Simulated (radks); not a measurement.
Fractional charge and spin in the 3p shell of gallium: the spin-up occupation runs from 2 to 3 and the spin-down occupation from 2 to 3; the fullest corner is Ga3+, [Ne] 3s2 3d10 3p(up 3, down 3). Calculated with a radial shooting solver on a logarithmic mesh with Libxc functionals: scalar-relativistic Kohn-Sham, r2SCAN, spin-polarised, spherical densities, finite nucleus; meta-GGA in the generalised Kohn-Sham scheme; Fermi nuclear charge, rms radius of each element as measured or else 0.836 A^(1/3) + 0.57 fm. Energy (eV) above the fullest corner. The planes named below are the two flat planes that join the four corners, with an edge along up + down = one added electron.

down \ up,2,2.25,2.5,2.75,3
2,321.354,275.366,231.012,188.272,147.122
2.25,275.366,231.156,188.555,147.539,108.085
2.5,231.012,188.555,147.679,108.360,70.572
2.75,188.272,147.539,108.360,70.707,34.553
3,147.122,108.085,70.572,34.553,0.000

Corners above the fullest one (they belong to Ga4+ and the next ion): (up 3, down 2) 147.12 eV, (up 2, down 3) 147.12 eV, (up 2, down 2) 321.35 eV. With half an added electron in each spin the energy lies 0.557 eV from the planes, and with half an added electron in spin up alone -3.226 eV. The planes are only a guide here: the flat-plane condition holds for ground states with one frontier orbital, while this shell lies below other occupied shells, so the corners above the fullest one are inner-hole states and not the ground states of those ions.
